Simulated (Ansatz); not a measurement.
Species: C2H5Ge, charge 0, doublet. C2H5Ge (SMILES [H]/[C]=[CH]\[GeH3], doublet).
B3LYP-D3(BJ)/def2-TZVP minimum from Ansatz (a program for electronic structure):
```xyz
8

C      2.0827     0.4890    -0.6348
C      1.3157    -0.0090     0.2863
Ge    -0.6448    -0.0955     0.0757
H      1.9722     0.9315    -1.6139
H      1.7232    -0.4012     1.2168
H     -1.0152     0.5017    -1.2906
H     -1.1128    -1.5608     0.1552
H     -1.3253     0.7040     1.2027
```
Charge 0, spin multiplicity 2.

Quantity: atomisation energy (electronic, to ground-state atoms), in kcal/mol. Radicals and triplets start from unrestricted determinants; spin-orbit coupling is neglected. Correlated methods leave the cores frozen (noble-gas shells, and filled d and f shells in the p block). No relativity. CBS(X,Y): correlation extrapolated as X^-3, Hartree-Fock from the larger set. A bracket is a step between two methods taken in the basis named. For partners of very few electrons the exact lower level stands in for a higher one. The UHF reference of C2H5Ge ([H]/[C]=[CH]\[GeH3], doublet) is spin-contaminated (<S^2> up to 0.17 over the pure value in the sets run).

CCSD(T)/CBS(cc-pVTZ,cc-pVQZ) + [CCSDT(Q) - CCSD(T)]/cc-pVDZ (Ansatz) gives 626.5 kcal/mol.

Question: What does PBE/def2-TZVPD (Ansatz) give here, and how do the other levels compare?

Answer: PBE gives 635.2 kcal/mol, 8.7 kcal/mol above it. Differences of the others: r2SCAN/def2-TZVPD (Ansatz) 6.3; B3LYP/def2-TZVPD (Ansatz) -2.8; PBE0/def2-TZVPD (Ansatz) 0.7; CCSD(T)/CBS(cc-pVTZ,cc-pVQZ) (Ansatz) -1.0 kcal/mol.
